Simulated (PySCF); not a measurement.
A geometry optimisation on `C#C/C=C\B(O)O`.

Method: PBE0-D3(BJ)/def2-SVP geometry optimisation, gas phase (PySCF 2.14.0). Start geometry: GFN2-xTB. The input is one job of a driver script: a line of settings, then coordinates in Å.

Command:
```bash
OMP_NUM_THREADS=1 python probes_run.py task.json out
```

Input:
```
{"job": {"xc": "PBE0", "basis": "def2-SVP", "d3": "d3bj", "grid": 1, "shake": 0.01, "kind": "geom"}, "charge": 0, "multiplicity": 1}
C      2.333410    -0.547040     1.256910
C      1.575130     0.274380     0.729970
C      0.735350     1.246750     0.118330
C     -0.448190     1.020230    -0.334720
B     -1.259100    -0.359160    -0.299350
O     -2.507830    -0.364190    -0.812880
O     -0.748860    -1.506840     0.233780
H      2.966950    -1.213600     1.702630
H      1.207440     2.237650     0.075480
H     -1.009140     1.851170    -0.764680
H     -2.939610    -1.227740    -0.749720
H      0.134140    -1.439870     0.599950
```

Output:
```
step   0  E = -330.13607932  max force = 0.084028
step   1  E = -330.14294653  max force = 0.013897
step   2  E = -330.14322210  max force = 0.010442
step   3  E = -330.14423047  max force = 0.009249
step   4  E = -330.14453982  max force = 0.004441
step   5  E = -330.14462023  max force = 0.002947
step   6  E = -330.14470058  max force = 0.000607
step   7  E = -330.14470378  max force = 0.000115
optimisation converged
```

Energies in Eh; «max force» is the largest Cartesian gradient component in Eh/bohr.

Problem. How much energy does the optimisation release, in kJ/mol?

Solution. E(step 0) − E(last step) = 0.008624 Eh, which is 22.6 kJ/mol.

Problem. Give the first gradient maximum in eV/Å.

Solution. With 1 Eh/bohr = 51.422 eV/Å, 4.321 eV/Å.

In short: final energy -330.14470 Eh after 7 steps; dipole 1.35 D.

Problem. Give the final coordinates.

Solution. 0.041 Å rms from the input after alignment:
```
atom  x, y, z in Å
C1     2.2910   -0.5907    1.2801
C2     1.5841    0.2458    0.7506
C3     0.7712    1.2403    0.1320
C4    -0.4755    1.0282   -0.3389
B5    -1.2598   -0.3354   -0.2979
O6    -2.5188   -0.3345   -0.8101
O7    -0.7547   -1.4885    0.2122
H8     2.9250   -1.3206    1.7498
H9     1.2346    2.2321    0.0574
H10   -0.9798    1.8905   -0.7883
H11   -2.9213   -1.2080   -0.7459
H12    0.1442   -1.3875    0.5546
```

Problem. Estimate the wall time. Hardware: one thread of an Arm Neoverse V2, on a shared host. And the peak memory of the process?

Solution. About 37 s, with 0.51 GiB resident at the peak, the Python interpreter and its libraries included.
Labels such as C1 count atoms from 1, the log's own numbers from 0.
